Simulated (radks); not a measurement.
Results of a calculation; reference values are marked as such.
Task: Level of theory: scalar-relativistic Kohn-Sham, LB94 model potential, spin-polarised, spherical densities, finite nucleus; Fermi nuclear charge, rms radius of each element as measured or else 0.836 A^(1/3) + 0.57 fm (a radial shooting solver on a logarithmic mesh with Libxc functionals). Response by self-consistent Sternheimer equations with the Hartree and adiabatic LDA kernel, the relativistic mass of each level held fixed and spin-orbit coupling left out. Estimate the static dipole polarisabilities of K+ ([Ar]) and Mn7+ ([Ar]) and the C6 coefficients of the three pairs.

Result: alpha = 5.741 and 0.6384 bohr^3; C6 = 24.79 (K+-K+), 4.095 (K+-Mn7+), 0.8528 (Mn7+-Mn7+) hartree bohr^6.
